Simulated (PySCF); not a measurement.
```xyz
12

C      0.2971    -1.0482    -0.2805
C     -1.0273    -0.4321    -0.0178
C     -0.6365     1.0361     0.1506
O      0.6823     1.0220     0.6625
C      1.3583    -0.0686     0.0624
H      0.4734    -2.0537    -0.6339
H     -1.4822    -0.8246     0.9039
H     -1.7527    -0.5878    -0.8223
H     -1.2622     1.5868     0.8542
H     -0.6642     1.5501    -0.8217
H      1.9133     0.2659    -0.8337
H      2.1007    -0.4460     0.7763
```

Charge 0, multiplicity 2.

### Question
Give the Mulliken and meta-Löwdin atomic charges from PBE0-D4/def2-TZVP (PySCF 2.14.0).

### Answer

| atom | Mulliken (e) | meta-Löwdin (e) |
|---|---|---|
| C1 | -0.24 | -0.16 |
| C2 | -0.15 | -0.23 |
| C3 | -0.05 | 0.00 |
| O4 | -0.29 | -0.40 |
| C5 | -0.01 | -0.01 |
| H6 | 0.13 | 0.13 |
| H7 | 0.10 | 0.12 |
| H8 | 0.11 | 0.12 |
| H9 | 0.11 | 0.12 |
| H10 | 0.08 | 0.09 |
| H11 | 0.08 | 0.10 |
| H12 | 0.12 | 0.12 |
